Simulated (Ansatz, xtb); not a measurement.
Redistribution: C2H5Br + CH4 → C2H6 + CH3Br

Species: C2H5Br (bromoethane) `CCBr`, singlet; CH4 `C`, singlet; C2H6 (ethane) `CC`, singlet; CH3Br (bromomethane) `CBr`, singlet. The partners trade Br for H; both sit on C, so the bond types are kept.

Shapes, held fixed at every level: PBE0-D4/def2-TZVP. Programs: Ansatz 0.2.0, xtb 6.7.1. The zero-point and thermal change to 298 K, harmonic and unscaled (PBE0-D4/def2-TZVP), is +1.7 kJ/mol.

**What was measured.** Tabulated heats of formation (Active Thermochemical Tables): C2H5Br -63.1; CH4 -74.5; C2H6 -83.8; CH3Br -36.4 kJ/mol, which give ΔH(298 K) = +17.5 kJ/mol.

```csv
level,kind,ΔH (kJ/mol),computed − measured
GFN0-xTB,semi-empirical,+10.5,-7.0
HF/def2-TZVPP,Hartree–Fock,+12.1,-5.4
B3LYP-D4/def2-TZVPP,global hybrid,+17.7,+0.2
BHLYP-D4/def2-TZVPP,global hybrid,+17.0,-0.5
B2PLYP/def2-TZVPP,double hybrid,+16.7,-0.8
CCSD/def2-SVP,coupled cluster or CI,+16.0,-1.6
CCSD/def2-TZVPP,coupled cluster or CI,+16.4,-1.1
CCSD(T)/def2-TZVPP,coupled cluster or CI,+17.8,+0.3
```

Nearest: B3LYP-D4/def2-TZVPP (+0.2); farthest: GFN0-xTB (-7.0). 8 of 8 levels lie within 10 kJ/mol. Relativity is left out for Br unless named. Correlated rows may include outer-core shells of Br, which these sets cover unevenly.
